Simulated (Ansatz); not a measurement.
Geometry optimisation, RKS PBE/def2-SVP in Ansatz.

The input (input.yaml):

```yaml
crystal:
  periodic: [false, false, false]
  atoms:
    - { symbol: "N", position_ang: [-1.2529, 1.6542, 0.1648] }
    - { symbol: Ge, position_ang: [-0.6056, 0.1547, 0.9352] }
    - { symbol: Al, position_ang: [1.6354, 0.5921, 1.7136] }
    - { symbol: C, position_ang: [-0.5483, -1.3017, -0.3458] }
    - { symbol: Al, position_ang: [0.4223, -0.8455, -1.9923] }
    - { symbol: H, position_ang: [-2.1918, 1.4362, -0.3177] }
    - { symbol: H, position_ang: [-0.6115, 1.9871, -0.5975] }
    - { symbol: H, position_ang: [-1.4396, -0.2159, 2.1464] }
    - { symbol: H, position_ang: [2.0196, 0.4603, 3.3212] }
    - { symbol: H, position_ang: [2.8064, 1.0073, 0.7084] }
    - { symbol: H, position_ang: [-0.1867, -2.2122, 0.1493] }
    - { symbol: H, position_ang: [-1.6515, -1.5224, -0.6149] }
    - { symbol: H, position_ang: [1.9165, -0.4307, -1.8601] }
    - { symbol: H, position_ang: [-0.3253, -0.7928, -3.3818] }
basis:
  gaussian: { orbitals: def2-SVP }
hamiltonian:
  xc: pbe
relax:
  f_tol: 0.015
  max_steps: 40
output:
  orbitals: {}
```

Run as:

```bash
$ ansatz run input.yaml --threads 2 --pin off --max-ram 3072MiB --backend cpu --events-out ev --progress --plain --runs-dir out
```

Where does it end, and by what steps?

The forces met the threshold. After 32 steps the energy has fallen by 2.322 eV; H9 moved furthest, 1.98 Å. Joined: N1–Al5 (3.70 → 2.00 Å), Ge2–Al5 (3.26 → 2.70 Å), Al3–H13 (3.73 → 1.79 Å).

```
step  energy less start (eV)  largest force component (eV/Å)  accepted
   0                  0.0000                           2.108       yes
   2                 -0.3779                           0.502       yes
   4                 -0.4350                           0.218       yes
   6                 -0.5116                           0.317       yes
   8                 -0.8102                           1.000       yes
  10                 -1.4128                           1.952       yes
  12                 -1.5316                           0.140       yes
  14                 -1.5429                           0.135       yes
  16                 -1.5443                           0.171        no
  18                 -1.5473                           0.041       yes
  20                 -1.5495                           0.063       yes
  22                 -1.5690                           0.198       yes
  24                 -1.6737                           0.212       yes
  26                 -1.9889                           0.423       yes
  28                 -2.3046                           0.160       yes
  30                 -2.3182                           0.114       yes
  32                 -2.3217                           0.012       yes
```

```xyz
14
Properties=species:S:1:pos:R:3
N -0.881 1.116 -0.598
Ge -0.715 0.026 1.147
Al 1.756 0.489 1.126
C -0.783 -1.570 -0.045
Al 0.145 -0.412 -1.378
H -1.858 1.208 -0.916
H -0.488 2.068 -0.564
H -2.025 0.373 1.926
H 2.715 -0.602 1.798
H 2.110 2.055 1.019
H -0.234 -2.439 0.372
H -1.813 -1.891 -0.312
H 1.646 0.004 -0.593
H 0.411 -0.456 -2.953
```

The run took 83 s on 2 threads of AMD EPYC 9R14 (Zen 4) (shared host), peak memory 0.23 GiB.
